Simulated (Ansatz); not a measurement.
Ansatz (a first-principles code) input for Si(H)2(F)(NHSiH3) (FH6NSi2), SMILES [SiH3]N[SiH2]F, CAM-B3LYP/def2-TZVPD. Geometry: PBE0-D3(BJ)/def2-SVP. Other conformers were not sampled.

Ansatz 0.2 input:
```yaml
crystal:
  periodic: [false, false, false]
  atoms:
    - {symbol: Si, position_ang: [0.95307982, -0.78756263, -0.17309256]}
    - {symbol: F, position_ang: [2.10815264, 0.05960774, 0.60070654]}
    - {symbol: N, position_ang: [-0.34984236, 0.20766907, -0.69269051]}
    - {symbol: Si, position_ang: [-1.79094942, 0.65745542, 0.18898142]}
    - {symbol: H, position_ang: [0.43374993, -1.78566801, 0.79536418]}
    - {symbol: H, position_ang: [1.61104724, -1.39168616, -1.36140980]}
    - {symbol: H, position_ang: [-0.20478205, 0.68855509, -1.57765298]}
    - {symbol: H, position_ang: [-3.01128251, 0.43710096, -0.64561187]}
    - {symbol: H, position_ang: [-1.78120262, 2.09284608, 0.60837057]}
    - {symbol: H, position_ang: [-1.84183297, -0.20980002, 1.40097076]}
basis:
  gaussian:
    orbitals: def2-TZVPD
hamiltonian:
  xc: {name: CAM-B3LYP}
```

Log of the run:

```
WARN ansatz: RAYON_NUM_THREADS=2 ignored (pool sized by the plan → 2); use --threads N
Functional definition: CAM-B3LYP
integrals: 0.19 GiB planned
1250 factors; their error is unknown
integrals: 0.22 GiB planned
511 factors; integrals over basis functions are off by at most 2.2e-5 eV
mean field: 1.65 GiB planned
mean field evaluation 1: about -20058.2770 eV, gradient 6.2e1 eV
mean field evaluation 2: about -20053.7541 eV, gradient 7.7e1 eV
mean field evaluation 4: about -20064.5733 eV, gradient 4.6e-1 eV
mean field evaluation 8: about -20064.5853 eV, gradient 1.9e-1 eV
mean field -20064.58532002 eV, -737.3599102464 hartree, gradient 7.8e-5 eV, S^2 0.000000; 0 other end points of the search recorded, 0 dependent functions left out
reference -20064.58546961 eV, -737.3599157437 hartree; 25, 25 occupied and 192, 192 virtual orbitals, 1250 factors
Total energy: -20064.58546961 eV, -737.3599157437 hartree
```

The calculation finished and met its thresholds.

Cost: about 9 core-seconds (a rough figure).
